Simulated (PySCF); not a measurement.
PySCF input (TPSSh/def2-TZVPD):

```python
from pyscf import gto, scf, dft

mol = gto.M(
    atom='''
    Ge    0.29643492   -0.04521295   -0.07129176
    O    -0.81348466   -0.79472757   -1.26412745
    O    -0.13054909    1.69537930   -0.00366124
    O    -0.13334427   -0.73632748    1.52689508
    H    -0.86295537   -1.75435108   -1.17663591
    H    -0.20391023    2.09617636   -0.87828073
    H     0.19997246   -0.20960468    2.26340200
    ''',
    basis='def2-tzvpd',
    charge=0,
    spin=1,
    verbose=4,
)

mf = dft.UKS(mol, xc='tpssh').density_fit(auxbasis='def2-universal-jkfit')
mf.grids.level = 3
mf.conv_tol = 1e-9
mf.max_cycle = 100
mf.max_memory = 1500
mf.kernel()
if not mf.converged:
    mf = mf.newton()
    mf.kernel(mf.make_rdm1())
for _ in range(2):
    mo, _, stable, _ = mf.stability(return_status=True)
    if stable:
        break
    mf.kernel(mf.make_rdm1(mo, mf.mo_occ))
mf.analyze()
```

End of the output:

```
Extra cycle  E= -2304.59067218174  delta_E=    0  |g|= 8.51e-06  |ddm|= 1.54e-05
converged SCF energy = -2304.59067218174  <S^2> = 0.7530249  2S+1 = 2.0030226
uhf_internal: lowest eigs of H = [0.26403827 0.26404138 0.32472708]
<class 'pyscf.df.df_jk.DFUKS'> wavefunction is stable in the internal stability analysis
**** SCF Summaries ****
Total Energy =                       -2304.590672181735499
Nuclear Repulsion Energy =             304.899117213281727
One-electron Energy =                -3815.285856400352259
Two-electron Energy =                 1205.796067005335090
Two-electron Coulomb Energy =         1311.765570852793644
DFT Exchange-Correlation Energy =     -105.969503847458597
HOMO-LUMO gap [eV] =                     2.239294759268780
**** MO energy ****
                             alpha | beta                alpha | beta
MO #1   energy= -398.502334898447  | -398.501266021954  occ= 1 | 1
MO #2   energy= -49.6107716284315  | -49.6102756021698  occ= 1 | 1
MO #3   energy= -44.1036575252883  | -44.1026019143589  occ= 1 | 1
MO #4   energy= -44.1028070042672  | -44.1022932477742  occ= 1 | 1
MO #5   energy= -44.1028068757342  | -44.1022931124689  occ= 1 | 1
MO #6   energy= -19.0703424905775  | -19.0660764866637  occ= 1 | 1
MO #7   energy= -19.0703412826727  | -19.0660752864781  occ= 1 | 1
MO #8   energy= -19.0703354287806  | -19.0660685996909  occ= 1 | 1
MO #9   energy= -6.18450719254609  | -6.18271644905378  occ= 1 | 1
MO #10  energy= -4.35174793826209  | -4.3491133913445   occ= 1 | 1
MO #11  energy= -4.34981473893448  | -4.34911294177156  occ= 1 | 1
MO #12  energy= -4.34981426281274  | -4.3478458349928   occ= 1 | 1
MO #13  energy= -1.19209376369448  | -1.18976602586892  occ= 1 | 1
MO #14  energy= -1.19209141396661  | -1.189763377191    occ= 1 | 1
MO #15  energy= -1.18665120434447  | -1.18185428381089  occ= 1 | 1
MO #16  energy= -1.18411174279063  | -1.1815622919673   occ= 1 | 1
MO #17  energy= -1.18410860719575  | -1.18155944089812  occ= 1 | 1
MO #18  energy= -0.993948819249062 | -0.984921605915833 occ= 1 | 1
MO #19  energy= -0.967092533981191 | -0.958167692955661 occ= 1 | 1
MO #20  energy= -0.967091860607251 | -0.95816709652404  occ= 1 | 1
MO #21  energy= -0.558699143725939 | -0.548611426034121 occ= 1 | 1
MO #22  energy= -0.483976717736043 | -0.479270391354178 occ= 1 | 1
MO #23  energy= -0.483976121652049 | -0.47926986534225  occ= 1 | 1
MO #24  energy= -0.397379973809375 | -0.380029644005876 occ= 1 | 1
MO #25  energy= -0.357214505400073 | -0.34237796421329  occ= 1 | 1
MO #26  energy= -0.357214164028728 | -0.34237750134397  occ= 1 | 1
MO #27  energy= -0.343283182735894 | -0.33519334829873  occ= 1 | 1
MO #28  energy= -0.309542172127255 | -0.302968400291378 occ= 1 | 1
MO #29  energy= -0.309541431330386 | -0.302967691919653 occ= 1 | 1
MO #30  energy= -0.220490299042858 | -0.138197733804802 occ= 1 | 0
MO #31  energy= -0.00883572875716754 | -0.00170542907329616 occ= 0 | 0
MO #32  energy= -0.00363343919585363 | 0.00515756020948699 occ= 0 | 0
MO #33  energy= -0.00363305099326455 | 0.0051581780819639 occ= 0 | 0
MO #34  energy= 0.0363972371666562 | 0.0482037687088304 occ= 0 | 0
MO #35  energy= 0.0539486342522009 | 0.0667613313472653 occ= 0 | 0
MO #36  energy= 0.053948964505912  | 0.0667614434520475 occ= 0 | 0
MO #37  energy= 0.0751854043541404 | 0.0789852929687822 occ= 0 | 0
MO #38  energy= 0.0751857344069028 | 0.0789856721041174 occ= 0 | 0
MO #39  energy= 0.0768096745037577 | 0.0818214294935159 occ= 0 | 0
MO #40  energy= 0.106750082806183  | 0.111444599362324  occ= 0 | 0
MO #41  energy= 0.106751356336158  | 0.111838655271268  occ= 0 | 0
MO #42  energy= 0.108604584372524  | 0.111839801376325  occ= 0 | 0
MO #43  energy= 0.118811119851195  | 0.124853663667778  occ= 0 | 0
MO #44  energy= 0.129952582652602  | 0.132585148401235  occ= 0 | 0
MO #45  energy= 0.147102266087137  | 0.151580147586684  occ= 0 | 0
MO #46  energy= 0.147104986869785  | 0.151582579760347  occ= 0 | 0
MO #47  energy= 0.166140862294363  | 0.172512387173833  occ= 0 | 0
MO #48  energy= 0.166142057007931  | 0.172514060211495  occ= 0 | 0
MO #49  energy= 0.188708560396921  | 0.198255799774491  occ= 0 | 0
MO #50  energy= 0.188708753532976  | 0.198255905397459  occ= 0 | 0
MO #51  energy= 0.197458305986148  | 0.204935772731829  occ= 0 | 0
MO #52  energy= 0.215294608963968  | 0.218727957541887  occ= 0 | 0
MO #53  energy= 0.249316118291054  | 0.253076166697815  occ= 0 | 0
MO #54  energy= 0.249319482256496  | 0.253078541341487  occ= 0 | 0
MO #55  energy= 0.26390736293928   | 0.266324861367972  occ= 0 | 0
MO #56  energy= 0.279566685726034  | 0.281965136301543  occ= 0 | 0
MO #57  energy= 0.279567391380006  | 0.281965756940993  occ= 0 | 0
MO #58  energy= 0.289308584871856  | 0.293187650476719  occ= 0 | 0
MO #59  energy= 0.28931008167484   | 0.293188883902826  occ= 0 | 0
MO #60  energy= 0.293619223165313  | 0.298117671019857  occ= 0 | 0
MO #61  energy= 0.312000885038168  | 0.31582278096035   occ= 0 | 0
MO #62  energy= 0.332926226718324  | 0.337334381245005  occ= 0 | 0
MO #63  energy= 0.332927916862629  | 0.337335931404684  occ= 0 | 0
MO #64  energy= 0.361665391238621  | 0.373644596504846  occ= 0 | 0
MO #65  energy= 0.381523169164015  | 0.388965998031047  occ= 0 | 0
MO #66  energy= 0.381523442750136  | 0.388967877102692  occ= 0 | 0
MO #67  energy= 0.387916075633296  | 0.394341122606094  occ= 0 | 0
MO #68  energy= 0.421664210601182  | 0.424973617246742  occ= 0 | 0
MO #69  energy= 0.421683929705118  | 0.424990810681434  occ= 0 | 0
MO #70  energy= 0.438867156196933  | 0.442522732587473  occ= 0 | 0
MO #71  energy= 0.451590161274981  | 0.455728357283624  occ= 0 | 0
MO #72  energy= 0.451592157135333  | 0.455730597301814  occ= 0 | 0
MO #73  energy= 0.491361815427878  | 0.503254531920233  occ= 0 | 0
MO #74  energy= 0.500961140330619  | 0.505216887216438  occ= 0 | 0
MO #75  energy= 0.500962523140222  | 0.505218254698238  occ= 0 | 0
MO #76  energy= 0.533497392125972  | 0.542550932888781  occ= 0 | 0
MO #77  energy= 0.533498787781365  | 0.542552096835668  occ= 0 | 0
MO #78  energy= 0.543972858409826  | 0.549911753342905  occ= 0 | 0
MO #79  energy= 0.578172247525461  | 0.58659202034593   occ= 0 | 0
MO #80  energy= 0.579851051620268  | 0.586595122543961  occ= 0 | 0
MO #81  energy= 0.579853161926658  | 0.590839097738032  occ= 0 | 0
MO #82  energy= 0.628994017797212  | 0.63264960711796   occ= 0 | 0
MO #83  energy= 0.628996933316468  | 0.637451220848434  occ= 0 | 0
MO #84  energy= 0.628997775811169  | 0.637452227221408  occ= 0 | 0
MO #85  energy= 0.67952896554423   | 0.686565385269235  occ= 0 | 0
MO #86  energy= 0.679532483913514  | 0.686569593770721  occ= 0 | 0
MO #87  energy= 0.684215700135197  | 0.686623310169307  occ= 0 | 0
MO #88  energy= 0.720952250895919  | 0.722944831131181  occ= 0 | 0
MO #89  energy= 0.748958583939615  | 0.754498027652907  occ= 0 | 0
MO #90  energy= 0.74895993811798   | 0.754500419143384  occ= 0 | 0
MO #91  energy= 0.832982634875096  | 0.834774267891939  occ= 0 | 0
MO #92  energy= 0.847161569749114  | 0.850207733779347  occ= 0 | 0
MO #93  energy= 0.847161976817554  | 0.850207799671234  occ= 0 | 0
MO #94  energy= 0.904200083344807  | 0.909945539994242  occ= 0 | 0
MO #95  energy= 0.919000819353525  | 0.923855136988562  occ= 0 | 0
MO #96  energy= 0.919002231405411  | 0.923857839125128  occ= 0 | 0
MO #97  energy= 0.930116850315921  | 0.935201955482745  occ= 0 | 0
MO #98  energy= 0.965372169187914  | 0.969183252640241  occ= 0 | 0
MO #99  energy= 0.965381759515809  | 0.969192679120167  occ= 0 | 0
MO #100 energy= 1.01716811485126   | 1.02195163871902   occ= 0 | 0
MO #101 energy= 1.06050071639237   | 1.06477502975947   occ= 0 | 0
MO #102 energy= 1.06050991892934   | 1.06478283313142   occ= 0 | 0
MO #103 energy= 1.09260136262427   | 1.11253409900108   occ= 0 | 0
MO #104 energy= 1.13236106908088   | 1.13753533558139   occ= 0 | 0
[...]
```

It need not be the lowest isomer of its formula.
